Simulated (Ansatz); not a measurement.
Species: Cl3Si, SMILES `Cl[Si](Cl)Cl` (charge 0, multiplicity 2), formula Cl3Si.

**Question.** How many basis functions does frozen-core CCSD(T)/cc-pVTZ // B3LYP-D3(BJ)/def2-TZVP in Ansatz (a program for electronic structure) use, how many core orbitals are frozen, and how many electrons are correlated?

**Answer.** 136 basis functions and 20 frozen orbitals, which leaves 25 correlated electrons. Core time is of the order of seconds.
